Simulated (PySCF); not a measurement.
Simulated outer-valence photoelectron spectrum of ethylchlorosilane (`CC[SiH2]Cl`). Method used: EOM-IP-CCSD/aug-cc-pVDZ in PySCF, restricted Hartree–Fock reference, frozen core, non-relativistic, gas phase, PBE0-D3(BJ)/def2-SVP geometry.

Each root has a Gaussian of 0.3 eV full width with its one-hole share as area; cross sections and vibrations are left out, and the highest printed point is 100.

```
ionisation energy (eV)  intensity
                  10.3          1
                  10.4          5
                  10.5         24
                  10.6         64
                  10.7         93
                  10.8         73
                  10.9         34
                  11.0         25
                  11.1         56
                  11.2         91
                  11.3         80
                  11.4         38
                  11.5         10
                  11.6          1
                  11.7          0
                  11.8          1
                  11.9         10
                  12.0         38
                  12.1         80
                  12.2         92
                  12.3         64
                  12.4         54
                  12.5         82
                  12.6        100
                  12.7         92
                  12.8         96
                  12.9         96
                  13.0         62
                  13.1         33
                  13.2         47
                  13.3         84
                  13.4         95
                  13.5         80
                  13.6         87
                  13.7         95
                  13.8         65
                  13.9         24
                  14.0          5
                  14.1          1
                  14.2          0
                  14.3          0
                  14.4          0
                  14.5          1
                  14.6          9
                  14.7         35
                  14.8         77
                  14.9         91
                  15.0         58
                  15.1         20
                  15.2          4
                  15.3          0
```

Problem. Where are the maxima, and how many lines lie under the curve?

Solution. 8 maxima, at 10.7, 11.2, 12.2, 12.6, 12.9, 13.4, 13.7 and 14.9 eV, from 8 lines.

Problem. List the lines with their holes.

Solution. 
```csv
E (eV),leading hole (HF orbital),area,Koopmans (eV)
10.71,HOMO,0.96,11.56
11.23,HOMO-1,0.95,12.01
12.17,HOMO-2,0.95,13.06
12.58,HOMO-3,0.95,13.44
12.88,HOMO-4,0.95,13.80
13.36,HOMO-5,0.95,14.23
13.69,HOMO-6,0.95,14.72
14.88,HOMO-7,0.95,15.95
```

The widest gap, 1.19 eV, lies between 13.69 and 14.88 eV. Only orbitals with −ε under 21 eV, eight at most, were ionised, so the high end of the curve may lack lines.

Conformer computed: `[CH3:1][CH2:2][SiH2:3][Cl:4]`: C1–C2–Si3–Cl4 178°.

One conformer stands for the species.
